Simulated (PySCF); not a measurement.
Br4Ta (SMILES [Br][Ta]([Br])([Br])[Br]), doublet, at a GFN2-xTB geometry (such geometries of metal compounds can be far from the true shape) (the multiplicity is a formal guess) (core potentials on Ta). Base run: DF-BLYP/def2-SVP in PySCF.

Here is a job for PySCF.
```python
from pyscf import gto, scf, dft

mol = gto.Mole()
mol.atom = '''
    Ta    0.000000   -0.000000   -0.000000
    Br    1.622216   -0.615705   -1.730306
    Br    0.206856    0.401895    2.408387
    Br   -0.513265    2.280187   -0.736168
    Br   -1.315807   -2.066377    0.058087
'''
mol.basis = 'def2-svp'
mol.ecp = {'Ta': 'def2-svp'}
mol.charge = 0
mol.spin = 1
mol.verbose = 4
mol.build()

mf = dft.UKS(mol)
mf.xc = 'blyp'
mf = mf.density_fit(auxbasis='def2-universal-jkfit')
mf.kernel()
```

The base run was repeated with changes; each row names its change, and settings that it needs were set with it.

```
change                                     E (Eh)  HOMO (eV)  <S^2>  core-seconds (rough)
-----------------------------------  ------------  ---------  -----  --------------------
base                                 -10352.70159      -4.59  0.752                    20
functional = scan                    -10353.46676      -5.41  0.755                    30
functional = mn12l                   -10347.63496      -5.52  0.755                    30
functional = pbe; dispersion = d3bj  -10351.11955      -4.84  0.754                    20
functional = pw91,pw91               -10353.26618      -4.89  0.754                    20
functional = tpss                    -10352.28189      -5.08  0.754                    30
functional = bhandhlyp               -10352.45698      -7.69  0.753                    10
functional = m06l                    -10352.27258      -5.20  0.756                    30
functional = pbe0                    -10351.41840      -6.38  0.754                    10
functional = pbe                     -10351.11042      -4.84  0.754                    20
functional = hse06                   -10351.34537      -5.95  0.754                    30
functional = b97-1                   -10352.02244      -6.00  0.753                    10
functional = revpbe                  -10351.79653      -4.84  0.754                    20
```

Totals shift with the method and basis; they matter in differences.

Open shells are given as the SCF converged; they aren't shown to be the lowest states, and a large step between rows can be another state.
